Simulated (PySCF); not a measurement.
ErSi from Hartree–Fock to correlated methods

State: quintet, about 11.8 electrons in the 4f shell (Mulliken), real f orbitals that mix terms. Set-up: basis Er x2c-TZVPall, Si x2c-TZVPall; spin-free X2C with a Gaussian nucleus; PySCF 2.14. De refers to Er (4f12 6s2) + Si in their high-spin ground configurations, without counterpoise correction. The functionals are run spin-unrestricted. A positive dipole means Er(−)Si(+). Levels whose curve was spin-contaminated or gave no clean fit are not listed.

| Level | Re (Å) | ωe (cm⁻¹) | De (eV) | μ (D) |
| --- | --- | --- | --- | --- |
| ROHF | 3.099 | 135 | n/a | -5.09 |
| ROHF-MP2 | 2.782 | 236 | n/a | n/a |
| ROHF-SCS-MP2 | 2.824 | 225 | n/a | n/a |
| PBE | 2.720 | 235 | 1.83 | -4.63 |
| BP86 | 2.720 | 235 | 1.75 | -4.57 |
| B3LYP | 2.842 | 208 | 1.25 | -4.76 |

**Question.** What does second-order correlation do here, going from ROHF to ROHF-MP2?

**Answer.** ROHF-MP2 less ROHF: -31.7 pm in Re, +74.8 % in ωe. Correlation nearly always deepens the well. The bond shortens, as in weak, metallic or heavy-atom bonds, where dispersion and the correlation of outer-core electrons pull the atoms together.

Correlated steps freeze 23 core orbitals. These are scalar-relativistic numbers at best; spin–orbit coupling would shift them, the dissociation energy most. UHF is strongly spin-contaminated for ErSi, so the ROHF reference used there is far from stable. With d or f electrons several states lie close, and the lowest PBE0 determinant need not be the measured ground state.

The whole job (state search and all levels along the bond) took about 24 min on 4 threads of Arm Neoverse V2 (shared host), peak memory 8.1 GiB.
